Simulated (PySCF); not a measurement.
## C7H8ClF: full NMR table

* Formula: C7H8ClF
* SMILES: F[C@@]12C=C[C@@H](C1)[C@@H](Cl)C2
* InChI: InChI=1S/C7H8ClF/c8-6-4-7(9)2-1-5(6)3-7/h1-2,5-6H,3-4H2/t5-,6-,7-/m0/s1
* Point group of the computed structure: C1
* Degrees of unsaturation: 3
* Carbon signals: 7
* Proton signals: 8

Atom-mapped SMILES (the numbers label the heavy atoms): `[F:1][C@@:2]12[CH:3]=[CH:4][C@@H:5]([CH2:6]1)[C@@H:7]([Cl:8])[CH2:9]2`. Hydrogens are named by the atom that carries them. Ha(C9) is cis to C4 on the ring; Ha(C6) is cis to C7 on the ring; Hb(C9) is trans to C4 on the ring; Hb(C6) is trans to C7 on the ring.

Level of theory: GIAO PBE0/pcSseg-1 shieldings, GFN2-xTB structure, in PySCF (single conformer, no relativistic terms, no solvent model).

References, each an isolated molecule treated in the same way: $^{1}$H and $^{13}$C vs TMS; $^{19}$F against CFCl3.

| carbon | δC, type | δH (multiplicity) | HMBC from (2–3 bonds) | span of the C tensor (ppm) |
| --- | --- | --- | --- | --- |
| C2 | 107.7, C | – | H(C3), H(C4), H(C7), H(C5), Ha(C6), Hb(C9), Ha(C9), Hb(C6) | 93 |
| C3 | 152.1, CH | 6.77 (m) | H(C4), H(C5), Ha(C6), Hb(C9), Ha(C9), Hb(C6) | 220 |
| C4 | 140.9, CH | 6.33 (m) | H(C3), H(C7), H(C5), Ha(C6), Hb(C6) | 223 |
| C5 | 51.7, CH | 2.65 (m) | H(C3), H(C4), H(C7), Ha(C6), Hb(C9), Ha(C9), Hb(C6) | 24 |
| C6 | 54.6, CH2 | Ha(C6) 2.39 (m); Hb(C6) 1.92 (m) | H(C3), H(C4), H(C7), H(C5), Hb(C9), Ha(C9) | 47 |
| C7 | 62.2, CH | 3.72 (m) | H(C4), H(C5), Ha(C6), Hb(C9), Ha(C9), Hb(C6) | 52 |
| C9 | 44.9, CH2 | Hb(C9) 2.22 (m); Ha(C9) 2.21 (m) | H(C3), H(C7), H(C5), Ha(C6), Hb(C6) | 38 |

Other nuclei:
```csv
atoms,nucleus,environment,δ (ppm),σ (ppm)
F1,$^{19}$F,fluorine on an sp3 carbon,-213.8,384.7
```

1. Carbon types of the structure: 1 × C, 4 × CH, 2 × CH2, which accounts for all hydrogens.
2. δC 152.1, 140.9: alkene CH; as expected for a trigonal carbon in a double bond.
3. δC 107.7: allylic fully substituted sp3 carbon bonded to F; the inductive effect lowers its shielding.
4. δC 62.2: sp3 CH bonded to Cl; pulled downfield by the heteroatom.
5. δC 54.6, 44.9: sp3 CH2 in a ring; a saturated carbon with 2 carbon neighbours and no heteroatom attached.
6. δC 51.7: allylic sp3 CH; a saturated carbon with 3 carbon neighbours and no heteroatom attached.

Carbons that carry Cl, above all several Cl atoms, come out too deshielded, partly because spin–orbit coupling is missing. Splittings by $^{19}$F in the carbon and heteronuclear signals aren't shown, as no couplings were computed. Shifts are as computed. Against solution values, carbons near 30 ppm lie about +3 ppm off and those near 130 ppm about +5 ppm; carbons on Cl a further +6 ppm. Of 1211 compounds with measured shifts, 218 miss one by over three times the rms of a fit or turn the order of signals round; such compounds aren't used in these exercises. Unscaled 19F shifts against computed CFCl3 carry errors that often reach 10 to 50 ppm. Multiplicities follow the n + 1 count of equivalent neighbours, as no J values were calculated; m marks all less simple cases, F and P coupling included.
